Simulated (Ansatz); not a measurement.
Correlation energies of C$_{2}$H$_{7}$BS (`CB(C)S`) by basis set

```xyz
11

C     0.158   -0.674    1.143
B    -0.268    0.201   -0.085
C     0.650    0.333   -1.350
S    -1.831    1.084   -0.136
H     1.224   -0.557    1.365
H     0.024   -1.729    0.874
H    -0.410   -0.497    2.058
H     0.196    0.840   -2.202
H     1.554    0.889   -1.073
H     0.999   -0.653   -1.677
H    -2.296    0.764    1.084
```

Charge 0, multiplicity 1. Geometry: relaxed with PBE0-D4/def2-TZVP. It is one conformer, not always the lowest. Frozen core, restricted reference, Ansatz. CBS rows extrapolate triple and quadruple zeta; past MP2 they add the triple-zeta difference.

```json
{"basis": "def2-SVP", "HF (Eh)": "-501.87711", "MP2 corr.": "-0.50887"}
{"basis": "def2-TZVPP", "HF (Eh)": "-502.12617", "MP2 corr.": "-0.63704"}
{"basis": "def2-QZVPP", "HF (Eh)": "-502.14221", "MP2 corr.": "-0.68122"}
```

(1) Estimate the CCSD correlation energy and the (T) correction in each basis where they were run (hartree).

Results:

(1) 
```json
{"basis": "def2-SVP", "CCSD corr.": "-0.56572", "(T)": "-0.01677"}
{"basis": "def2-TZVPP", "CCSD corr.": "-0.68943", "(T)": "-0.02841"}
{"basis": "CBS(def2)", "CCSD corr.": "-0.76635", "(T)": "as TZ"}
```
